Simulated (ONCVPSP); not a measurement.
## What one change does to a pseudopotential (lithium (Li), ONCV)

- Element: lithium (Li)
- Generator: ONCVPSP 4.0.1
- Type: optimised norm-conserving Vanderbilt (ONCV)
- Functional: PBE
- Relativity: scalar-relativistic
- Frozen core: none
- Valence charge: 3
- Reference configuration: 1s2 2s0.75 2p0.25
- Partial waves: 1s+2s: rc 1.00 bohr, ncon 5, nbas 8, qcut 15.6 1/bohr, 2 projectors; 2p: rc 4.00 bohr, ncon 3, nbas 6, qcut 1.9 1/bohr, 3 projectors, debl 0.8 Ha; d scattering state at 0.04 Ha: rc 4.40 bohr, ncon 4, nbas 7, qcut 2.1 1/bohr, 2 projectors, debl 2.8 Ha
- Local potential: polynomial inside 0.70 bohr (lpopt 5, dvloc0 0 Ha)
- Core correction: none

Change: p: debl 2.95.

Cutoffs: the cutoffs (Ha) at which the residual kinetic energy of the hardest occupied pseudo-wave falls to 1 and 0.1 mHa per electron; they do not see the model core or the augmentation charge, which bear on the density cutoff. Errors are all-electron minus pseudo energies relative to the spin-unpolarised reference configuration.

Predict the effect on cutoff, ghosts and configuration errors.

The potential gets neither clearly harder nor softer (69 Ha and 84 Ha → 69 Ha and 84 Ha); the errors of the 4 common tests hardly move; the range in which the p phases agree narrows (upper end 3.6 → 0.1); neither file shows a bound ghost.

```csv
quantity,base,changed
"cutoff, loose",69 Ha,69 Ha
"cutoff, tight",84 Ha,84 Ha
bound ghosts,none,none
GHOST(+) flags under 300 eV,none,p at 162.3 eV
"error for 1s2 2s1 2p0, meV [ΔE -0.45 eV]",-1.1,-1.1
"error for 1s2 2s0 2p0, meV [ΔE 4.85 eV]",+9.7,+9.9
"error for 1s2 2s0.5 2p0, meV [ΔE 1.60 eV]",+3.1,+3.2
"error for 1s1 2s1 2p0, meV [ΔE 67.96 eV]",+348,+351
s: phases at 1.01 bohr within 0.05 rad from the reference energy up to (Ha; the scan ends near 5),to the end of the scan,to the end of the scan
p: phases at 4.07 bohr within 0.05 rad from the reference energy up to (Ha; the scan ends near 5),3.6,0.1
d: phases at 4.47 bohr within 0.05 rad from the reference energy up to (Ha; the scan ends near 5),0.6,0.6
```
